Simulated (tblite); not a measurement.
O$_{2}$Se, triplet, geometry from GFN2-xTB (a higher spin typed on purpose: for a closed-shell molecule this is an excited state); GFN1-xTB with ALPB(water) in tblite.

Input for tblite:
```
$ tblite run mol.xyz --method gfn1 --charge 0 --spin 2 --alpb water --json tblite.json --no-restart

# file mol.xyz
3

O     -1.39321454     0.52551246     0.02865993
Se     0.01391937    -0.27854277    -0.02333375
O      1.33405721     0.65829433     0.07050850
```

Question: Predict the main parts of the log of this tblite run.

Answer: 
```
xTB calculator
 | screened Coulomb repulsion
 | Coulomb electrostatics
 |  * isotropic Klopman-Ohno-Mataga-Nishimoto electrostatics
 |  * onsite third-order electrostatics
 | DFT-D3(BJ) dispersion correction
 | Interactions (3)
 | [1] alpb/gbsa reaction field model
 | [2] cds contribution to solvation
 | [3] empirical free energy shift and standard state/solvent correction

halogen bonding energy    0.0000000000000E+00 Eh
repulsion energy          2.0840411080408E-02 Eh
dispersion energy        -5.2810748684811E-04 Eh
interaction energy        3.8293933826416E-03 Eh
number of electrons       1.8000000000000E+01 e
integral cutoff           2.0076194534669E+01 bohr

------------------------------------------------------------
  cycle        total energy    energy error   density error
------------------------------------------------------------
      1     -11.31821409346  -1.1342356E+01   1.0713415E+00
      2     -11.51964869425  -2.0143460E-01   9.0545792E-01
      3     -12.23700076792  -7.1735207E-01   5.1689096E-01
      4     -12.51085502938  -2.7385426E-01   4.7533941E-02
      5     -12.51088665409  -3.1624718E-05   5.5427838E-02
      6     -12.51363495183  -2.7482977E-03   4.1436092E-03
      7     -12.51363818659  -3.2347564E-06   2.3387821E-03
      8     -12.51364035503  -2.1684458E-06   1.0519664E-03
      9     -12.51364010079   2.5424405E-07   7.1665076E-04
     10     -12.51364067820  -5.7740803E-07   6.4819060E-05
     11     -12.51364067896  -7.6371975E-10   1.8393188E-07
------------------------------------------------------------

electronic energy        -1.2537782375939E+01 Eh
total energy             -1.2513640678963E+01 Eh

Post processing:
 | Mayer-Wiberg bond orders

[Info] JSON dump of results written to 'tblite.json'
```
